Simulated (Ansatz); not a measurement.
Input for Ansatz (an electronic-structure program): R-HF/def2-TZVPP on BeH2S (SMILES [BeH][SH]), atoms moved off the minimum.

Ansatz 0.2 input:
```yaml
crystal:
  periodic: [false, false, false]
  atoms:
    - {symbol: Be, position_ang: [-0.71895777, -0.70105577, -0.99249854]}
    - {symbol: H, position_ang: [-1.51777109, -1.26289511, -1.90455819]}
    - {symbol: S, position_ang: [0.21578354, 0.35066149, 0.30337685]}
    - {symbol: H, position_ang: [0.71593612, -0.78147542, 0.87944918]}
basis:
  gaussian:
    orbitals: def2-TZVPP
hamiltonian:
  xc: {name: HF}
scf: {lower_state_search: off}
output: {forces: true}
```

Task: What total energy does the run end on?

Result: -413.3757 hartree.
